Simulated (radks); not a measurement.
All-electron atom: K11+ in [He] 2s2 2p4.

Method: Dirac Kohn-Sham, LDA (Slater exchange, Perdew-Wang correlation), spin-unpolarised, spherical densities, finite nucleus; open shells fill j = l - 1/2 first; Fermi nuclear charge, rms radius 3.4349 fm; computed with a radial shooting solver on a logarithmic mesh with Libxc functionals.

Energy parts (hartree):
total: -532.63704
kinetic: 536.78973
electron-nucleus: -1163.20145
Hartree: 116.05576
exchange-correlation: -22.28107

Orbitals (lengths in bohr, moments of r in powers of bohr; <r^-3> diverges for s and p1/2; r(90%) holds 90 % of the orbital's charge):
| orbital | occ. | eigenvalue (hartree) | r(90%) | <r^-3> | <r^4> |
|---|---|---|---|---|---|
| 1s1/2 | 2 | -142.9444 | 0.145 | - | 0.0002002 |
| 2s1/2 | 2 | -24.51145 | 0.568 | - | 0.04349 |
| 2p1/2 | 2 | -22.28820 | 0.528 | - | 0.03251 |
| 2p3/2 | 2 | -22.16425 | 0.531 | 176.1 | 0.03320 |

The highest occupied level is 2p3/2 at -603.12 eV. Summed over all electrons, <r^2> = 0.8509 bohr^2, which gives a Langevin (diamagnetic) susceptibility term of -0.674 x 10^-6 cm^3/mol. The density falls to 0.001 e/bohr^3 at r = 1.15 bohr. The electron density at the nucleus is 5168 e/bohr^3.
